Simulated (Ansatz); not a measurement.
Si₂Ge. The state is a quintet with charge 0. Geometry PBE0-D4/def2-TZVP; atoms count from 1.

```xyz
3

Si    0.380    1.038   -0.648
Si   -1.395   -0.295   -0.091
Ge    1.016   -0.743    0.738
```

At PBE0-D4/def2-TZVP a triplet of charge 0 lies 2.05 eV below the quintet, each at its own geometry. The structure comes from a short search, and lower isomers may exist.

Question: Estimate the Mulliken populations from the PBE0/def2-TZVP orbitals of Ansatz.

Answer: 
```json
{"atom": "Si1", "charge (e)": "0.03", "spin (α − β)": "0.70"}
{"atom": "Si2", "charge (e)": "-0.06", "spin (α − β)": "1.70"}
{"atom": "Ge3", "charge (e)": "0.03", "spin (α − β)": "1.60"}
```
Mulliken values depend strongly on the basis.

Question: Where does the spin sit?

Answer: Summed by element: Si 2.40, Ge 1.60, of 4 unpaired in all. Largest on single atoms: Si2 1.70, Ge3 1.60, Si1 0.70.

Question: And the Mayer bond orders between heavy atoms (over 0.3)?

Answer: Si1–Si2 1.35 (2.29 Å); Si1–Ge3 1.29 (2.35 Å); Si2–Ge3 0.85 (2.59 Å).
